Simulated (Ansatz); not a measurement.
Consider the substitution at a C–C bond: `C=C[CH2][Ga]([F])[F]` + `CC[SeH]` → `C=C[Se]CC` + `[CH3][Ga]([F])[F]`.

Computed with Ansatz on PBE0-D4/def2-TZVP structures; ΔE is electronic, products minus reactants. CBS: MP2 limit from def2 TZ/QZ plus the TZ coupled-cluster correction, frozen cores. Functionals use def2-TZVPP. For Ga, Se outer-core shells are correlated without core-valence functions, which leaves a few kJ/mol of doubt a bond. Scalar relativity is left out up to krypton. Each species was taken in one conformer, which may not be the lowest.

Problem. Is it downhill or uphill in electronic energy at CCSD(T)/CBS, and by how much? (Best estimate.)

Solution. Computed: Downhill: ΔE = -11.8 kJ/mol.

Problem. What do these levels give: r2SCAN-D4, ωB97X-V, CCSD/def2-TZVPP, HF/def2-QZVPP, MP2/def2-QZVPP, CCSD/CBS(def2)? (Best estimate.)

Solution. Computed: r2SCAN-D4 -16.9, ωB97X-V -9.7, CCSD/def2-TZVPP -9.7, HF/def2-QZVPP -0.1, MP2/def2-QZVPP -19.1, CCSD/CBS(def2) -8.6 kJ/mol.

Largest T1 diagnostic among the species: 0.014.

In def2-TZVPP, CCSD(T) changes the Hartree–Fock value by −13.2 kJ/mol (the triples alone add −3.1 kJ/mol) and MP2 by −19.9 kJ/mol. From PBE to PBE0 (25 % exact exchange), in def2-TZVPP and without D4, ΔE moves by +4.1 kJ/mol.
